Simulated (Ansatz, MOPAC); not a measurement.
Molecule: C$_{3}$H$_{2}$F$_{3}$ (charge 0, doublet). SMILES: F/C=C/[C](F)F

Atoms: F1, C2, C3, C4, F5, F6, H7, H8. Bonds: F1-C2, C2-C3, C2-H7, C3-C4, C3-H8, C4-F5, C4-F6.

Bond lengths (Å) and angles (degrees) optimised at PM3 with MOPAC; MNDO with MOPAC; PBE/6-31G* with Ansatz (a first-principles code); B3LYP/6-31G* with Ansatz, each started from the B3LYP-D3(BJ)/def2-TZVP structure (Ansatz) of the last column. A row stands for all coordinates that are equal there; 12 of 16 kinds are shown. 6-31G* holds six Cartesian d functions. No wavenumbers were computed at MNDO, PBE/6-31G*, so these may be saddle points.

| coordinate | PM3 | MNDO | PBE/6-31G* | B3LYP/6-31G* | B3LYP-D3(BJ)/def2-TZVP |
|---|---|---|---|---|---|
| F1-C2 | 1.329 | 1.314 | 1.351 | 1.346 | 1.345 |
| C2-C3 | 1.390 | 1.411 | 1.391 | 1.385 | 1.378 |
| C2-H7 | 1.093 | 1.095 | 1.092 | 1.083 | 1.079 |
| C3-C4 | 1.398 | 1.424 | 1.376 | 1.368 | 1.362 |
| C3-H8 | 1.097 | 1.094 | 1.093 | 1.085 | 1.082 |
| C4-F5 | 1.326 | 1.317 | 1.333 | 1.326 | 1.322 |
| C4-F6 | 1.325 | 1.317 | 1.337 | 1.329 | 1.324 |
| F1-C2-C3 | 120.0 | 120.7 | 119.3 | 119.1 | 118.7 |
| C2-C3-C4 | 121.0 | 124.5 | 124.4 | 124.2 | 124.6 |
| C3-C4-F5 | 125.2 | 123.5 | 124.1 | 124.2 | 124.2 |
| C3-C4-F6 | 126.6 | 126.0 | 123.7 | 123.8 | 124.3 |
| F5-C4-F6 | 108.3 | 110.5 | 112.1 | 112.0 | 111.5 |

Mean signed difference of all 7 bond lengths from B3LYP-D3(BJ)/def2-TZVP: PM3 0.010 Å, MNDO 0.012 Å, PBE/6-31G* 0.012 Å, B3LYP/6-31G* 0.004 Å.
